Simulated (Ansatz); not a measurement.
`[CH3][SnH]([NH2])[Cl]` + H₂O → `[CH3][SnH]([NH2])[OH]` + HCl  (formal hydrolysis of the Sn–Cl bond)

Computed with Ansatz on PBE0-D4/def2-TZVP structures; ΔE is electronic, products minus reactants. CCSD(T)/CBS is the MP2 limit (def2-TZVPP, def2-QZVPP) plus CCSD(T) − MP2 in def2-TZVPP, frozen cores. This one scheme is used for every species. Functionals use def2-TZVPP. Elements past krypton have def2 core potentials. For Sn outer-core shells are correlated without core-valence functions, which leaves a few kJ/mol of doubt a bond. One conformer a species, not always the lowest.

| level | ΔE (kJ/mol) | difference from CCSD(T)/CBS |
| --- | --- | --- |
| PBE-D4 | 71.2 | -2.0 |
| r2SCAN-D4 | 72.3 | -0.9 |
| B2PLYP | 69.3 | -3.9 |
| PBE | 69.6 | -3.6 |
| MP2/def2-TZVPP | 70.8 | -2.4 |
| SCS-MP2/def2-TZVPP | 67.9 | -5.3 |
| CCSD/def2-TZVPP | 68.9 | -4.3 |
| MP2/def2-QZVPP | 74.3 | 1.1 |
| SCS-MP2/def2-QZVPP | 71.5 | -1.7 |
| CCSD/CBS(def2) | 74.8 | 1.6 |
| CCSD(T)/CBS | 73.2 | 0 |

Largest T1 diagnostic among the species: 0.012.

From PBE to PBE0 (25 % exact exchange), in def2-TZVPP and without D4, ΔE moves by +6.5 kJ/mol. In def2-TZVPP, CCSD(T) changes the Hartree–Fock value by −14.1 kJ/mol (the triples alone add −1.6 kJ/mol) and MP2 by −10.6 kJ/mol.
